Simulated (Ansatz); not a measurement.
BPNH7O2, singlet: a relaxation.

in.yaml

```yaml
crystal:
  periodic: [false, false, false]
  atoms:
    - {symbol: B, position_ang: [-0.077557, -1.086187, -0.068427]}
    - {symbol: N, position_ang: [1.219784, -0.430652, -0.174899]}
    - {symbol: O, position_ang: [-0.772439, -1.191833, 1.144428]}
    - {symbol: O, position_ang: [-0.644333, -1.503527, -1.210926]}
    - {symbol: H, position_ang: [0.468077, 0.782684, -0.118325]}
    - {symbol: P, position_ang: [-0.877794, 1.802690, -0.114937]}
    - {symbol: H, position_ang: [1.670404, -0.563288, -1.073470]}
    - {symbol: H, position_ang: [1.864277, -0.575897, 0.593195]}
    - {symbol: H, position_ang: [-0.585327, -0.514927, 1.809604]}
    - {symbol: H, position_ang: [-1.558464, -1.793564, -1.132069]}
    - {symbol: H, position_ang: [-0.577542, 2.334985, 1.182172]}
    - {symbol: H, position_ang: [-0.129186, 2.739614, -0.836446]}
basis:
  gaussian: {orbitals: def2-TZVP}
hamiltonian: {xc: pbe0, dispersion: d4}
relax: {f_tol: 0.005, max_steps: 200}
```

Run by:

```bash
ansatz run in.yaml --threads 8 --pin off --events-out ev --progress --plain --max-ram 19148MiB
```

Output of Ansatz 0.2.0:

```
Functional definition: PBE0
  name "PBE0"
  cite "Adamo & Barone, J. Chem. Phys. 110, 6158 (1999) doi:10.1063/1.478522"
  cite "Perdew, Burke & Ernzerhof, Phys. Rev. Lett. 77, 3865 (1996) doi:10.1103/PhysRevLett.77.3865"
  parent pbe
  parameter a = 0.25
  parameter kappa = 0.804
  parameter beta = 0.06672455060314922
  exchange = (1 - a)*pbe_x(kappa = kappa, mu = beta*pi^2/3) + a*exact_x
  correlation = pbe_c(beta = beta)
1216 factors; their error is unknown
mean field evaluation 1: about -15647.5221 eV, gradient 7.9e1 eV
mean field evaluation 2: about -15637.9485 eV, gradient 1.1e2 eV
mean field evaluation 4: about -15657.9043 eV, gradient 3.0e0 eV
mean field evaluation 8: about -15657.9262 eV, gradient 5.5e-2 eV
mean field evaluation 16: about -15657.9430 eV, gradient 2.1e-4 eV
mean field -15657.94295853 eV, -575.4187903911 hartree, gradient 2.7e-5 eV, S^2 0.000000; 0 other end points of the search recorded, 0 dependent functions left out
the calculation of the forces begins
reference -15657.94299142 eV, -575.4187915999 hartree; 25, 25 occupied and 178, 178 virtual orbitals, 1216 factors
relax step   1: F+E_penalty+E_count = -15658.14245697 eV  Δ(F+E_penalty+E_count) = +0.000e0 eV  max|allowed force component| = 1.870e0 eV/Å  Δτ_max = 0.0000 Å  (28 SCF iters, accepted)
relax step   2: F+E_penalty+E_count = -15658.54685048 eV  Δ(F+E_penalty+E_count) = -4.044e-1 eV  max|allowed force component| = 2.089e0 eV/Å  Δτ_max = 0.1949 Å  (30 SCF iters, accepted)
relax step   3: F+E_penalty+E_count = -15658.97957611 eV  Δ(F+E_penalty+E_count) = -4.327e-1 eV  max|allowed force component| = 1.443e0 eV/Å  Δτ_max = 0.1950 Å  (30 SCF iters, accepted)
relax step   4: F+E_penalty+E_count = -15659.29486134 eV  Δ(F+E_penalty+E_count) = -3.153e-1 eV  max|allowed force component| = 7.671e-1 eV/Å  Δτ_max = 0.1945 Å  (30 SCF iters, accepted)
relax step   5: F+E_penalty+E_count = -15659.40189898 eV  Δ(F+E_penalty+E_count) = -1.070e-1 eV  max|allowed force component| = 7.122e-1 eV/Å  Δτ_max = 0.1996 Å  (30 SCF iters, accepted)
relax step   6: F+E_penalty+E_count = -15659.43279182 eV  Δ(F+E_penalty+E_count) = -3.089e-2 eV  max|allowed force component| = 5.170e-1 eV/Å  Δτ_max = 0.1999 Å  (29 SCF iters, accepted)
relax step   7: F+E_penalty+E_count = -15659.45154006 eV  Δ(F+E_penalty+E_count) = -1.875e-2 eV  max|allowed force component| = 9.222e-2 eV/Å  Δτ_max = 0.1236 Å  (29 SCF iters, accepted)
relax step   8: F+E_penalty+E_count = -15659.45616464 eV  Δ(F+E_penalty+E_count) = -4.625e-3 eV  max|allowed force component| = 1.318e-1 eV/Å  Δτ_max = 0.0753 Å  (30 SCF iters, accepted)
relax step   9: F+E_penalty+E_count = -15659.45905886 eV  Δ(F+E_penalty+E_count) = -2.894e-3 eV  max|allowed force component| = 1.177e-1 eV/Å  Δτ_max = 0.0420 Å  (31 SCF iters, accepted)
relax step  10: F+E_penalty+E_count = -15659.46162634 eV  Δ(F+E_penalty+E_count) = -2.567e-3 eV  max|allowed force component| = 1.730e-1 eV/Å  Δτ_max = 0.0740 Å  (29 SCF iters, accepted)
relax step  11: F+E_penalty+E_count = -15659.46371993 eV  Δ(F+E_penalty+E_count) = -2.094e-3 eV  max|allowed force component| = 1.417e-1 eV/Å  Δτ_max = 0.0538 Å  (30 SCF iters, accepted)
relax step  12: F+E_penalty+E_count = -15659.46522163 eV  Δ(F+E_penalty+E_count) = -1.502e-3 eV  max|allowed force component| = 2.244e-1 eV/Å  Δτ_max = 0.1840 Å  (28 SCF iters, accepted)
relax step  13: F+E_penalty+E_count = -15659.46868480 eV  Δ(F+E_penalty+E_count) = -3.463e-3 eV  max|allowed force component| = 1.606e-1 eV/Å  Δτ_max = 0.0286 Å  (31 SCF iters, accepted)
relax step  14: F+E_penalty+E_count = -15659.47038975 eV  Δ(F+E_penalty+E_count) = -1.705e-3 eV  max|allowed force component| = 7.499e-2 eV/Å  Δτ_max = 0.1172 Å  (30 SCF iters, accepted)
relax step  15: F+E_penalty+E_count = -15659.47257429 eV  Δ(F+E_penalty+E_count) = -2.185e-3 eV  max|allowed force component| = 4.115e-2 eV/Å  Δτ_max = 0.0738 Å  (30 SCF iters, accepted)
relax step  16: F+E_penalty+E_count = -15659.47282743 eV  Δ(F+E_penalty+E_count) = -2.531e-4 eV  max|allowed force component| = 2.704e-1 eV/Å  Δτ_max = 0.1576 Å  (28 SCF iters, accepted)
relax step  17: F+E_penalty+E_count = -15659.47513859 eV  Δ(F+E_penalty+E_count) = -2.311e-3 eV  max|allowed force component| = 8.198e-2 eV/Å  Δτ_max = 0.0372 Å  (31 SCF iters, accepted)
relax step  18: F+E_penalty+E_count = -15659.47659739 eV  Δ(F+E_penalty+E_count) = -1.459e-3 eV  max|allowed force component| = 3.994e-2 eV/Å  Δτ_max = 0.0560 Å  (30 SCF iters, accepted)
relax step  19: F+E_penalty+E_count = -15659.47921139 eV  Δ(F+E_penalty+E_count) = -2.614e-3 eV  max|allowed force component| = 1.446e-1 eV/Å  Δτ_max = 0.1973 Å  (29 SCF iters, accepted)
relax step  20: F+E_penalty+E_count = -15659.48107837 eV  Δ(F+E_penalty+E_count) = -1.867e-3 eV  max|allowed force component| = 1.597e-1 eV/Å  Δτ_max = 0.0788 Å  (30 SCF iters, accepted)
relax step  21: F+E_penalty+E_count = -15659.48438986 eV  Δ(F+E_penalty+E_count) = -3.311e-3 eV  max|allowed force component| = 1.960e-1 eV/Å  Δτ_max = 0.1224 Å  (29 SCF iters, accepted)
relax step  22: F+E_penalty+E_count = -15659.48805219 eV  Δ(F+E_penalty+E_count) = -3.662e-3 eV  max|allowed force component| = 2.727e-1 eV/Å  Δτ_max = 0.1271 Å  (29 SCF iters, accepted)
relax step  23: F+E_penalty+E_count = -15659.49317601 eV  Δ(F+E_penalty+E_count) = -5.124e-3 eV  max|allowed force component| = 2.461e-1 eV/Å  Δτ_max = 0.1116 Å  (29 SCF iters, accepted)
relax step  24: F+E_penalty+E_count = -15659.49640795 eV  Δ(F+E_penalty+E_count) = -3.232e-3 eV  max|allowed force component| = 4.281e-1 eV/Å  Δτ_max = 0.1988 Å  (29 SCF iters, accepted)
relax step  25: F+E_penalty+E_count = -15659.50811550 eV  Δ(F+E_penalty+E_count) = -1.171e-2 eV  max|allowed force component| = 2.218e-1 eV/Å  Δτ_max = 0.0764 Å  (29 SCF iters, accepted)
relax step  26: F+E_penalty+E_count = -15659.51680835 eV  Δ(F+E_penalty+E_count) = -8.693e-3 eV  max|allowed force component| = 1.707e-1 eV/Å  Δτ_max = 0.2000 Å  (29 SCF iters, accepted)
relax step  27: F+E_penalty+E_count = -15659.52679351 eV  Δ(F+E_penalty+E_count) = -9.985e-3 eV  max|allowed force component| = 1.687e-1 eV/Å  Δτ_max = 0.1471 Å  (29 SCF iters, accepted)
relax step  28: F+E_penalty+E_count = -15659.52274937 eV  Δ(F+E_penalty+E_count) = +4.044e-3 eV  max|allowed force component| = 3.968e-1 eV/Å  Δτ_max = 0.1952 Å  (29 SCF iters, rejected (line search))
relax step  29: F+E_penalty+E_count = -15659.53234695 eV  Δ(F+E_penalty+E_count) = -5.553e-3 eV  max|allowed force component| = 2.694e-1 eV/Å  Δτ_max = 0.0975 Å  (29 SCF iters, accepted)
relax step  30: F+E_penalty+E_count = -15659.53951053 eV  Δ(F+E_penalty+E_count) = -7.164e-3 eV  max|allowed force component| = 6.909e-2 eV/Å  Δτ_max = 0.1000 Å  (30 SCF iters, accepted)
relax step  31: F+E_penalty+E_count = -15659.54459179 eV  Δ(F+E_penalty+E_count) = -5.081e-3 eV  max|allowed force component| = 1.494e-1 eV/Å  Δτ_max = 0.1465 Å  (28 SCF iters, accepted)
relax step  32: F+E_penalty+E_count = -15659.54877066 eV  Δ(F+E_penalty+E_count) = -4.179e-3 eV  max|allowed force component| = 1.400e-1 eV/Å  Δτ_max = 0.0763 Å  (30 SCF iters, accepted)
relax step  33: F+E_penalty+E_count = -15659.55360433 eV  Δ(F+E_penalty+E_count) = -4.834e-3 eV  max|allowed force component| = 1.809e-1 eV/Å  Δτ_max = 0.1108 Å  (28 SCF iters, accepted)
relax step  34: F+E_penalty+E_count = -15659.55686665 eV  Δ(F+E_penalty+E_count) = -3.262e-3 eV  max|allowed force component| = 1.691e-1 eV/Å  Δτ_max = 0.0930 Å  (30 SCF iters, accepted)
relax step  35: F+E_penalty+E_count = -15659.55891024 eV  Δ(F+E_penalty+E_count) = -2.044e-3 eV  max|allowed force component| = 1.675e-1 eV/Å  Δτ_max = 0.0931 Å  (29 SCF iters, accepted)
relax step  36: F+E_penalty+E_count = -15659.56053044 eV  Δ(F+E_penalty+E_count) = -1.620e-3 eV  max|allowed force component| = 9.087e-2 eV/Å  Δτ_max = 0.0497 Å  (30 SCF iters, accepted)
relax step  37: F+E_penalty+E_count = -15659.56192360 eV  Δ(F+E_penalty+E_count) = -1.393e-3 eV  max|allowed force component| = 3.646e-2 eV/Å  Δτ_max = 0.0442 Å  (30 SCF iters, accepted)
relax step  38: F+E_penalty+E_count = -15659.56240600 eV  Δ(F+E_penalty+E_count) = -4.824e-4 eV  max|allowed force component| = 3.544e-2 eV/Å  Δτ_max = 0.0539 Å  (30 SCF iters, accepted)
relax step  39: F+E_penalty+E_count = -15659.56260205 eV  Δ(F+E_penalty+E_count) = -1.961e-4 eV  max|allowed force component| = 3.049e-2 eV/Å  Δτ_max = 0.0334 Å  (30 SCF iters, accepted)
relax step  40: F+E_penalty+E_count = -15659.56265393 eV  Δ(F+E_penalty+E_count) = -5.188e-5 eV  max|allowed force component| = 1.300e-2 eV/Å  Δτ_max = 0.0155 Å  (31 SCF iters, accepted)
relax step  41: F+E_penalty+E_count = -15659.56266279 eV  Δ(F+E_penalty+E_count) = -8.858e-6 eV  max|allowed force component| = 4.917e-3 eV/Å  Δτ_max = 0.0044 Å  (32 SCF iters, accepted)
Total energy: -15659.56269889 eV, -575.4783147514 hartree
Atom 0 at     0.533101    -1.118149    -0.092211 Å, force     0.002823    -0.002619    -0.004917 eV/Å
Atom 1 at     1.235206    -2.332503     0.078256 Å, force    -0.000352     0.000050     0.004842 eV/Å
Atom 2 at     0.466275    -0.141424     0.886690 Å, force    -0.001432     0.000306     0.002335 eV/Å
Atom 3 at    -0.109333    -0.894025    -1.275930 Å, force    -0.000808     0.002779     0.001596 eV/Å
Atom 4 at    -0.201908     2.905511     0.078577 Å, force    -0.001602    -0.000733    -0.001011 eV/Å
Atom 5 at    -1.319494     2.199421    -0.426971 Å, force     0.000442     0.000971     0.002353 eV/Å
Atom 6 at     1.260892    -3.018124    -0.654210 Å, force    -0.001061     0.001759    -0.000340 eV/Å
Atom 7 at     1.735764    -2.595005     0.905586 Å, force     0.000356    -0.000113    -0.000809 eV/Å
Atom 8 at     0.936949    -0.360765     1.691004 Å, force     0.000613    -0.000775    -0.001218 eV/Å
Atom 9 at    -0.554496    -0.036646    -1.286684 Å, force    -0.000170    -0.001348    -0.001546 eV/Å
Atom 10 at    -1.924313     2.023463     0.840473 Å, force     0.000709     0.000302    -0.001769 eV/Å
Atom 11 at    -2.058744     3.368345    -0.744678 Å, force     0.000481    -0.000579     0.000483 eV/Å
Dipole moment:     0.189809     0.020181     0.451985 e Å

[the SCF lines of later steps are left out]
```

The run took about 90 s on 8 CPU threads of a Oxide Virtual Turin-like (shared host).
